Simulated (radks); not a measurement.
Fractional charge and spin in the 5p shell of cerium: the spin-up occupation runs from 2 to 3 and the spin-down occupation from 2 to 3; the fullest corner is Ce2+, [Kr] 4d10 4f(up 1, down 1) 5s2 5p(up 3, down 3). Method: scalar-relativistic Kohn-Sham, PBE, spin-polarised, spherical densities, finite nucleus; Fermi nuclear charge, rms radius of each element as measured or else 0.836 A^(1/3) + 0.57 fm; computed with a radial shooting solver on a logarithmic mesh with Libxc functionals. Energy (eV) above the fullest corner. The planes named below are the two flat planes that join the four corners, with an edge along up + down = one added electron.

down \ up       2    2.25     2.5    2.75       3
2          89.662  75.809  62.699  50.326  38.682
2.25       75.809  62.756  50.437  38.845  27.970
2.5        62.699  50.437  38.899  28.075  17.959
2.75       50.326  38.845  28.075  18.010   8.639
3          38.682  27.970  17.959   8.639   0.000

Corners above the fullest one (they belong to Ce3+ and the next ion): (up 3, down 2) 38.682 eV, (up 2, down 3) 38.682 eV, (up 2, down 2) 89.662 eV. With half an added electron in each spin the energy lies 0.217 eV from the planes, and with half an added electron in spin up alone -1.473 eV. The planes are only a guide here: the flat-plane condition holds for ground states with one frontier orbital, while this shell lies below other occupied shells, so the corners above the fullest one are inner-hole states and not the ground states of those ions.
